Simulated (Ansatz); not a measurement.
In(H2S)Cl3 (InH2SCl3). The state is a singlet with charge 0. Geometry B3LYP-D4/def2-SVP.

```tsv
atom	x (Å)	y (Å)	z (Å)
In1	-0.9582	-0.2433	0.5387
S2	1.2969	-0.2596	-1.1124
H3	1.0960	1.0233	-1.5004
H4	2.1154	0.1114	-0.0980
Cl5	-2.6210	-0.3051	-1.1270
Cl6	-0.4406	1.8519	1.5043
Cl7	-0.4885	-2.1787	1.7948
```

In the def2 sets In takes a core potential; there is no spin–orbit coupling.

Estimate the orbital energies around the gap (eV) in Ansatz with PBE-D4/def2-SVP, PBE-D4/def2-TZVPD, r2SCAN-D4/def2-TZVP, PBE0-D4/def2-SVP, PBE0-D4/def2-TZVPD.


| orbital | PBE-D4/def2-SVP | PBE-D4/def2-TZVPD | r2SCAN-D4/def2-TZVP | PBE0-D4/def2-SVP | PBE0-D4/def2-TZVPD |
| --- | --- | --- | --- | --- | --- |
| HOMO−9 | -10.65 | -10.81 | -11.15 | -12.12 | -12.21 |
| HOMO−8 | -8.79 | -9.00 | -9.32 | -10.21 | -10.34 |
| HOMO−7 | -8.71 | -8.97 | -9.28 | -10.10 | -10.29 |
| HOMO−6 | -8.63 | -8.85 | -9.17 | -10.03 | -10.19 |
| HOMO−5 | -7.43 | -7.72 | -8.04 | -8.87 | -9.11 |
| HOMO−4 | -7.36 | -7.69 | -8.01 | -8.85 | -9.10 |
| HOMO−3 | -7.35 | -7.68 | -8.00 | -8.85 | -9.04 |
| HOMO−2 | -7.31 | -7.65 | -7.97 | -8.80 | -9.04 |
| HOMO−1 | -7.30 | -7.64 | -7.95 | -8.78 | -9.02 |
| HOMO | -7.17 | -7.53 | -7.85 | -8.66 | -8.94 |
| LUMO | -3.05 | -3.38 | -3.10 | -2.23 | -2.52 |
| LUMO+1 | -1.64 | -2.18 | -1.88 | -0.65 | -1.19 |
| LUMO+2 | -1.17 | -1.77 | -1.02 | -0.32 | -1.02 |
| LUMO+3 | -0.81 | -1.35 | -0.91 | -0.03 | -0.60 |
| LUMO+4 | 0.52 | -0.24 | 0.46 | 1.26 | 0.35 |
| LUMO+5 | 0.55 | -0.19 | 0.50 | 1.30 | 0.41 |
